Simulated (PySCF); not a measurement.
Vertical excitations of a molecule C4H10Si from PySCF with TDDFT-ωB97X/def2-SVPD, as energy in eV (oscillator strength): 8.02 (0.011), 8.31 (0.077), 8.49 (0.037), 8.51 (0.084), 8.59 (0.002), 8.75 (0.002), 8.86 (0.031), 9.16 (0.001), 9.20 (0.124), 9.39 (0.127). Lowest triplet (TDA): 7.66 eV. Coordinates come from a B3LYP-D3(BJ)/def2-SVP optimisation. Other conformers were not sampled.

**Question.** Which molecule gave these data?
A. C1CC[SiH2]C1
B. CC1([SiH3])CC1
C. C=C(C)C[SiH3]
D. C=CC[SiH2]C

**Answer.** A, C1CC[SiH2]C1
